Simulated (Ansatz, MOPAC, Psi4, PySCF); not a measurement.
System: BF, net charge 1, doublet state. SMILES: [B][F+]
Geometry from a B3LYP-D3(BJ)/def2-TZVP (Ansatz, a program for electronic structure) optimisation:
```
B
F 1 1.2149
```
Charge +1, spin multiplicity 2.

Wanted: vertical electron affinity to the singlet, in eV. Conventions: non-relativistic; frozen cores in correlated levels; no spin-orbit coupling; 6-311+G** with 5d; 6-31G* and kin with 6d, 5d where marked; UHF or UKS for open shells; each state is the SCF solution reached for its charge and spin. CBS(X,Y): correlation extrapolated as X^-3; Hartree-Fock from the larger set. Ab initio and DFT rows: single points at B3LYP-D3(BJ) geometries (Ansatz). Semi-empirical rows: differences of heats of formation at the shared geometry for vertical values. Sets without +, aug- or the D of def2-TZVPD hold no diffuse functions, which anions need.

Coupled cluster (Ansatz) is a level with limits of its own, used here on species with T1 under 0.025 (0.045 for open shells) and stable references: CCSD(T)/CBS(aug-cc-pVTZ,aug-cc-pVQZ).

Value to compare with, CCSD(T)/CBS(aug-cc-pVTZ,aug-cc-pVQZ) (Ansatz): 11.02 eV.

| level | program | vertical electron affinity to the singlet (eV) | difference |
|---|---|---|---|
| AM1 | MOPAC | 11.26 | 0.24 |
| HF/6-311+G** | Ansatz | 9.82 | -1.20 |
| PBE/6-31G* | Ansatz | 10.48 | -0.54 |
| B3LYP/STO-3G | Ansatz | 8.18 | -2.84 |
| B3LYP/6-31G* | Ansatz | 10.69 | -0.33 |
| B3LYP/6-311+G** | Ansatz | 10.98 | -0.04 |
| M06-2X/6-31G* (5d) | PySCF | 10.63 | -0.39 |
| wB97X-D/6-31G* | Psi4 | 10.60 | -0.42 |
| MP2/6-311+G** | Ansatz | 10.53 | -0.49 |
| M06-2X/def2-TZVPD | PySCF | 10.86 | -0.16 |
| wB97X-V/def2-TZVPD | Ansatz | 10.92 | -0.10 |

Among the 9 habitual levels, B3LYP/STO-3G lies farthest from CCSD(T)/CBS(aug-cc-pVTZ,aug-cc-pVQZ) (Ansatz) (-2.84 eV) and B3LYP/6-311+G** nearest (-0.04); 1 of 9 lie above it, and their mean absolute difference is 0.72 eV, the median 0.42. One case shows no general order.

The levels are drawn from those run, B3LYP/6-31G* more often than the rest, none by its result; left out are runs that failed, that the program found above a lower state of the same kind, or whose <S^2> lies over 0.5 above the pure value.
